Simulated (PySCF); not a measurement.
# Spinor energies of Te³⁺ (tellurium, charge +3)

Start: [Kr] 4d10 5s1 5p2; 5s1/2 filled at m_j = +1/2; 5p3/2 filled at m_j = +1/2, +3/2. Calculated with PySCF 2.14 in x2c-TZVPall-2c: generalised Hartree-Fock with the X2C-1e Hamiltonian and a Gaussian nucleus; one run each with spin-orbit coupling (SO) switched off, then screened by Boettger's factors. This is a chosen level, not necessarily the ground level.

```
spinor shell  electrons  ε, spin-free (eV)  ε, screened SO (eV)  weight of nominal j (screened SO)  rms radius, screened SO (bohr)
       1s1/2          2           -32005.4             -32002.1                              1.000                          0.0318
       2s1/2          2            -5032.8              -5031.9                              1.000                           0.130
       2p1/2          2            -4514.1              -4704.9                              1.000                           0.112
       2p3/2          4            -4514.1              -4427.9                              1.000                           0.117
       3s1/2          2            -1069.0              -1068.8                              1.000                           0.343
       3p1/2          2            -896.36              -933.02                              1.000                           0.336
       3p3/2          4            -896.36              -879.76                              1.000                           0.347
       3d3/2          4            -635.89              -642.36                              1.000                           0.320
       3d5/2          6            -635.89              -631.45                              1.000                           0.323
       4s1/2          2            -225.15              -225.15                              1.000                           0.815
       4p1/2          2            -169.24              -176.28                              0.999                           0.858
       4p3/2          4            -169.24              -166.11                              0.999                           0.885
       4d3/2          4            -84.900              -85.932                              0.969                            1.03
       4d5/2          6            -84.900              -84.270                              0.980                            1.04
       5s1/2          1            -51.205              -51.154                              1.000                            2.06
       5p3/2          2            -38.029              -37.889                              0.761                            2.36
```

| quantity | spin-free | screened SO |
| --- | --- | --- |
| E (hartree) | -6787.75408 | -6789.62709 |
| M_J | 5/2 | 5/2 |
| ⟨J²⟩ | 8.755 | 8.755 |
| ⟨L²⟩ | 2.003 | 2.112 |
| ⟨S²⟩ | 3.752 | 3.705 |

Each row is a mean over spinors that exchange with the open shell spreads, by up to 1.130 eV (4s1/2).

Rows whose weight is well below 1 are mixtures of j = l ± 1/2: exchange outweighs spin-orbit coupling there, and the label is only the starting occupation.

Breit and QED terms are absent; they matter most for the inner s and p1/2 levels.

Densities and radii are taken from the X2C orbitals without a picture-change correction, which distorts them close to the nucleus.

Without spin-orbit coupling the j labels of p, d and f shells carry no meaning; the spin-free column gives the mean over the occupied spinors of each nl shell.
